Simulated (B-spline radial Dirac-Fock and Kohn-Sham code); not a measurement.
Form factor and incoherent scattering function of Zr²⁹⁺

System: the Zr²⁹⁺ ion, 1s2 2s2 2p6 3s1.

Level of theory: Dirac-Fock densities; a B-spline atomic structure program. f₀ is the Fourier transform of the spherical electron density, S the Waller-Hartree incoherent function, and s = sin θ/λ. The electron scattering factor follows from the Mott-Bethe formula f_e = 0.023934 Å⁻¹·(Z − f₀)/s².

```
s (Å⁻¹)      f₀      S  f_e (Å)
      0  11.000  0.000        –
   0.05  10.993  0.011  277.700
    0.1  10.972  0.042   69.474
   0.15  10.938  0.093   30.914
    0.2  10.891  0.164   17.417
   0.25  10.831  0.252   11.170
    0.3  10.758  0.356    7.776
   0.35  10.674  0.473    5.730
    0.4  10.579  0.602    4.401
   0.45  10.474  0.740    3.490
    0.5  10.359  0.886    2.838
    0.6  10.105  1.192    1.988
    0.7   9.824  1.507    1.474
    0.8   9.524  1.821    1.140
    0.9   9.209  2.130    0.910
      1   8.886  2.434    0.745
    1.1   8.561  2.731    0.622
    1.2   8.235  3.025    0.528
    1.4   7.595  3.607    0.396
    1.6   6.980  4.184    0.309
    1.8   6.394  4.749    0.248
      2   5.839  5.290    0.204
    2.5   4.591  6.485    0.136
      3   3.564  7.427    0.097
    3.5   2.778  8.133    0.073
      4   2.215  8.650    0.057
      5   1.577  9.319    0.037
      6   1.284  9.743    0.026
```

f₀ starts at the number of electrons, 11, and has fallen to half at s ≈ 2.14 Å⁻¹. The sum of ⟨r²⟩ over the electrons is 0.3746 bohr². For an ion f_e diverges as s goes to zero, because of the net charge.

Values without a named source are computed, but for edge energies of neutral atoms, which are taken from tables.
